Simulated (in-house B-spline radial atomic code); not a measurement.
Configurations of Sn⁴⁺, with energies counted from [Kr] 4d10. All numbers are computed (Dirac-Hartree-Fock, average of configuration; Fermi nucleus of rms radius 4.6519 fm) with an all-electron radial atomic-structure program (B-spline basis), not measured. Energies include first-order Breit, QED and recoil terms.

Occupations are held fixed; configurations that lie above the ionisation limit could autoionise.

| configuration | E - E(ref) (eV) | highest orbital | its <r> (bohr) |
| --- | --- | --- | --- |
| [Kr] 4d9 4f1 | 51.92 | 4f5/2 | 2.779 |
| [Kr] 4d9 5f1 | 60.13 | 5f5/2 | 5.129 |
| [Kr] 4d9 8f1 | 69.671 | 8f7/2 | 16.1 |
| [Kr] 4d9 8g1 | 70.191 | 8g7/2 | 17.15 |
| [Ar] 3d10 4s2 4p5 4d10 5d1 | 120.64 | 5d5/2 | 3.07 |
| [Ar] 3d10 4s2 4p5 4d10 5f1 | 134.02 | 5f5/2 | 5.059 |
| [Ar] 3d10 4s2 4p5 4d10 8s1 | 138.8 | 8s1/2 | 9.521 |
| [Ar] 3d10 4s2 4p5 4d10 6f1 | 138.86 | 6f7/2 | 8.11 |
| [Ar] 3d9 4s2 4p6 4d10 5s1 | 489.05 | 5s1/2 | 2.018 |
| [Ar] 3d9 4s2 4p6 4d10 6s1 | 515.39 | 6s1/2 | 3.932 |
| [Ar] 3d9 4s2 4p6 4d10 5f1 | 526.25 | 5f5/2 | 5.03 |
| [Ar] 3d9 4s2 4p6 4d10 7p1 | 527.61 | 7p3/2 | 7.092 |
| [Ar] 3d9 4s2 4p6 4d10 8g1 | 536.47 | 8g7/2 | 17.15 |

(1) Order these further configurations by energy, lowest first.
A. [Kr] 4d9 6f1
B. [Ar] 3d10 4s2 4p5 4d10 5g1
C. [Ar] 3d9 4s2 4p6 4d10 8s1
D. [Ar] 3d10 4s2 4p5 4d10 7g1
E. [Kr] 4d9 5p1

(2) How far above the reference does [Ar] 3d10 4s2 4p5 4d10 6s1 lie?

(3) How far above the reference does [Ar] 3d10 4s2 4p5 4d10 7s1 lie?

(4) How far above the reference does [Ar] 3d10 4s2 4p5 4d10 4f1 lie?

(5) One of these lies 499.3 eV from the reference. Which?
A. [Ar] 3d9 4s2 4p6 4d10 8p1
B. [Ar] 3d9 4s2 4p6 4d10 5p1
C. [Ar] 3d10 4s2 4p5 4d10 5s1
D. [Kr] 4d9 6g1

Results:

(1) E (33.423 eV), A (64.902 eV), B (135.94 eV), D (142.6 eV), C (531 eV).

(2) 123.28 eV; its least bound orbital is 6s1/2 with <r> = 3.952 bohr.

(3) 133.58 eV; its least bound orbital is 7s1/2 with <r> = 6.439 bohr.

(4) 125.73 eV; its least bound orbital is 4f5/2 with <r> = 2.711 bohr.

(5) B.
